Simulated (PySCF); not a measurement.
B(CCH)(Cl)(OH) (C2H2BClO), SMILES C#CB(O)Cl.

Coordinates come from a PBE0-D3(BJ)/def2-SVP optimisation. Other conformers were not sampled.

Method: TDDFT-B3LYP/def2-SVPD (PySCF 2.14.0).

Vertical excitations. Isolated molecule, no solvent. State labels are in the subgroup Cs.

```json
[
 {"state": "S1", "symmetry": "A\"", "energy (eV)": "5.08", "λ (nm)": "244", "f": "0.000", "main pairs": "HOMO→LUMO 96 %"},
 {"state": "S2", "symmetry": "A'", "energy (eV)": "5.84", "λ (nm)": "212", "f": "0.055", "main pairs": "HOMO−1→LUMO 73 %, HOMO→LUMO+1 14 %, HOMO→LUMO+2 11 %"},
 {"state": "S3", "symmetry": "A\"", "energy (eV)": "6.13", "λ (nm)": "202", "f": "0.000", "main pairs": "HOMO−2→LUMO 96 %"},
 {"state": "S4", "symmetry": "A\"", "energy (eV)": "6.64", "λ (nm)": "187", "f": "0.001", "main pairs": "HOMO−1→LUMO+1 59 %, HOMO−1→LUMO+2 37 %"},
 {"state": "S5", "symmetry": "A'", "energy (eV)": "6.79", "λ (nm)": "183", "f": "0.067", "main pairs": "HOMO−3→LUMO 93 %"},
 {"state": "S6", "symmetry": "A'", "energy (eV)": "7.18", "λ (nm)": "173", "f": "0.025", "main pairs": "HOMO→LUMO+1 66 %, HOMO→LUMO+2 30 %"},
 {"state": "S7", "symmetry": "A\"", "energy (eV)": "7.45", "λ (nm)": "166", "f": "0.010", "main pairs": "HOMO−1→LUMO+2 59 %, HOMO−1→LUMO+1 39 %"},
 {"state": "S8", "symmetry": "A\"", "energy (eV)": "7.63", "λ (nm)": "163", "f": "0.001", "main pairs": "HOMO−4→LUMO 98 %"},
 {"state": "S9", "symmetry": "A'", "energy (eV)": "7.84", "λ (nm)": "158", "f": "0.179", "main pairs": "HOMO−2→LUMO+1 62 %, HOMO→LUMO+2 20 %"},
 {"state": "S10", "symmetry": "A\"", "energy (eV)": "7.88", "λ (nm)": "157", "f": "0.000", "main pairs": "HOMO−3→LUMO+1 97 %"},
 {"state": "T1", "symmetry": "A'", "energy (eV)": "4.52", "λ (nm)": "274", "f": "0", "main pairs": "HOMO−1→LUMO 88 %"},
 {"state": "T2", "symmetry": "A\"", "energy (eV)": "4.73", "λ (nm)": "262", "f": "0", "main pairs": "HOMO→LUMO 90 %"},
 {"state": "T3", "symmetry": "A'", "energy (eV)": "5.45", "λ (nm)": "228", "f": "0", "main pairs": "HOMO→LUMO+2 42 %, HOMO→LUMO+1 38 %"},
 {"state": "T4", "symmetry": "A\"", "energy (eV)": "5.95", "λ (nm)": "208", "f": "0", "main pairs": "HOMO−2→LUMO 86 %"}
]
```
Triplets are in the Tamm–Dancoff approximation, which puts them higher than full response would, so one can lie above its singlet here.
